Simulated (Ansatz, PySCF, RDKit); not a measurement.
Noncovalent pair: H2S (SMILES S) (first 3 atoms) with CH3Cl (SMILES CCl); geometry from B3LYP-D3(BJ)/def2-TZVP.
(charge 0, multiplicity 1):
```csv
atom,x (Å),y (Å),z (Å)
S,-0.3163,0.1178,-0.4573
H,-0.2298,1.4346,-0.2098
H,0.5931,-0.1789,0.4881
C,-0.8297,-0.6975,3.3019
Cl,0.9606,-0.6296,3.1406
H,-1.2610,-0.4625,2.3332
H,-1.1015,-1.7009,3.6146
H,-1.1279,0.0319,4.0485
```

Interaction energies are E(AB) − E(A) − E(B) at the monomers' geometry in the complex; basis-set methods are counterpoise corrected. Rows marked so take none.

Rows in STO-3G carry no dispersion term and start afresh at each structure.

The values were computed with Ansatz (a quantum-chemistry and plane-wave program); PySCF for STO-3G rows, the dispersion terms; RDKit for the force fields. Values without a source in brackets are computed.

Q: One of these levels gives -37.6 meV for the interaction energy. Which one is it?
A. revPBE-D3(BJ)/def2-TZVPPD
B. MMFF94
C. HF/STO-3G (no counterpoise)

A: B, MMFF94. The others give -9.3 (HF/STO-3G (no counterpoise)), -112.6 (revPBE-D3(BJ)/def2-TZVPPD)
